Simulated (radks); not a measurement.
Problem. The sulfur anion S2-, [Ar], held by a Watson sphere: a shell of charge +2 at radius R that stands for the Madelung well of a crystal (potential energy -2/R inside, -2/r outside, in hartree with lengths in bohr). All-electron calculation, scalar-relativistic Kohn-Sham, LDA (Slater exchange, Perdew-Wang correlation), spin-polarised, spherical densities, finite nucleus; Fermi nuclear charge, rms radius of each element as measured or else 0.836 A^(1/3) + 0.57 fm. Program: a radial shooting solver on a logarithmic mesh with Libxc functionals. Response by self-consistent Sternheimer equations with the Hartree and adiabatic LDA kernel, the relativistic mass of each level held fixed and spin-orbit coupling left out. The sphere does not respond.

| R (bohr) | e(2p) (eV) | e(3s) (eV) | e(3p) (eV) | <r> 3p (bohr) | sum of <r^2> (bohr^2) | X-ray form factor at sin(theta)/lambda = 0.1 1/angstrom | alpha (bohr^3) |
|---|---|---|---|---|---|---|---|
| 2.14 | -153.36 | -18.057 | -8.252 | 2.105 | 40.75 | 15.488 | 25.33 |
| 2.77 | -153.08 | -16.307 | -6.927 | 2.263 | 46.57 | 15.229 | 36.74 |
| 3.19 | -152.78 | -15.354 | -6.093 | 2.356 | 50.25 | 15.088 | 47.11 |
| 4.23 | -151.85 | -13.603 | -4.390 | 2.546 | 58.79 | 14.831 | 85.12 |
| 4.25 | -151.84 | -13.577 | -4.363 | 2.549 | 58.95 | 14.827 | 86.06 |
| 4.47 | -151.64 | -13.295 | -4.071 | 2.583 | 60.70 | 14.787 | 97.11 |

Estimate the row for R = 3.12 bohr.

Solution. e(2p) (eV) -152.84; e(3s) (eV) -15.502; e(3p) (eV) -6.227; <r> 3p (bohr) 2.341; sum of <r^2> (bohr^2) 49.65; X-ray form factor at sin(theta)/lambda = 0.1 1/angstrom 15.110; alpha (bohr^3) 45.21.
